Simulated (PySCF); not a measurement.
## Computed structure and properties of [BiCl4]−

System: [BiCl4]− (singlet); start: template (Td). Method: PySCF 2.14.0, RKS PBE0, Bi def2-SVP with ECP60, Cl def2-SVP; non-relativistic Hamiltonian with scalar-relativistic core potentials where named; density fitting; no spin-orbit coupling.

Input of the relaxation:

```python
mol = gto.M(atom='''
Bi     0.00000    -0.00000     0.00000
Cl     1.42820     1.42820     1.42820
Cl    -1.42820    -1.42820     1.42820
Cl     1.42820    -1.42820    -1.42820
Cl    -1.42820     1.42820    -1.42820''',
    basis={'Bi': 'def2-SVP', 'Cl': 'def2-SVP'},
    ecp={'Bi': 'def2-SVP'},
    charge=-1, spin=0)
mf = dft.RKS(mol, xc='PBE0')
mf.grids.atom_grid = (50, 194)
mf = mf.density_fit()  # fitting sets: Bi def2-universal-JKFIT, Cl def2-universal-JKFIT
mf.conv_tol = 1e-08; mf.max_cycle = 55
mf.kernel(dm0)  # dm0: converged density of the start geometry
# quasi-Newton relaxation in Cartesian coordinates to a largest gradient under 0.00045 Eh/bohr, steps kept in the point group
```

Run from Python with OMP_NUM_THREADS=2; the lines above give its settings. Where DIIS fails, smearing, a level shift and second-order steps follow.
It took 7.8 s on 2 threads of Intel(R) Xeon(R) 6975P-C (Granite Rapids), on a shared host, from the converged density of the start.

Course of the relaxation:

```csv
step,energy above end (eV),largest force component within the symmetry (eV/Å)
0,0.4834,1.120
1,0.0331,0.259
2,0.0019,0.061
3,0.0000,0.005
```

Relaxed geometry (Td):

```xyz
5

Bi    0.0000    0.0000    0.0000
Cl    1.5066    1.5066    1.5066
Cl   -1.5066   -1.5066    1.5066
Cl    1.5066   -1.5066   -1.5066
Cl   -1.5066    1.5066   -1.5066
```

| contact | Å |
| --- | --- |
| Bi1–Cl2 (Cl) | 2.609 |
| Bi1–Cl3 (Cl) | 2.609 |
| Bi1–Cl4 (Cl) | 2.609 |
| Bi1–Cl5 (Cl) | 2.609 |

On the finer grid (75, 302):

```json
{
 "HOMO": "-3.00 eV",
 "LUMO": "2.46 eV",
 "Dipole about the centre of mass": "0.00 D",
 "Set of Mulliken populations of Bi1 outside the core potential": "s 4.00, p 7.80, d 10.23",
 "D3(BJ) dispersion energy (not in the energies)": "-0.202 eV"
}
```

```json
{"atom": "Bi1", "Mulliken (e)": "0.97", "Löwdin (e)": "0.52", "spin (e)": "0.00"}
{"atom": "Cl2", "Mulliken (e)": "-0.49", "Löwdin (e)": "-0.38", "spin (e)": "0.00"}
{"atom": "Cl3", "Mulliken (e)": "-0.49", "Löwdin (e)": "-0.38", "spin (e)": "0.00"}
{"atom": "Cl4", "Mulliken (e)": "-0.49", "Löwdin (e)": "-0.38", "spin (e)": "0.00"}
{"atom": "Cl5", "Mulliken (e)": "-0.49", "Löwdin (e)": "-0.38", "spin (e)": "0.00"}
```

On the grid (50, 194), as all that follows. Harmonic modes: a minimum within the noise of the softest modes; lowest 52 cm⁻¹ (negative: unstable), highest 288 cm⁻¹, zero-point energy 0.086 eV.

Taking off one Cl (charge -1, singlet; the rest: singlet) in vacuum, both parts rigid, costs 3.59 eV; the small basis without counterpoise inflates it.

Rigid scan of Cl along the line from its metal:

distance to Cl2 (Å), energy (eV) and a bar:
```
     2.31      0.542 ########
     2.41      0.210 ###
     2.51      0.045 #
     2.61      0.000 
     2.71      0.032 #
     2.81      0.119 ##
     3.01      0.378 ######
     3.31      0.837 #############
     3.71      1.407 ######################
     4.21      1.949 ##############################
```

One start shape was tried, so this needn't be the lowest isomer.
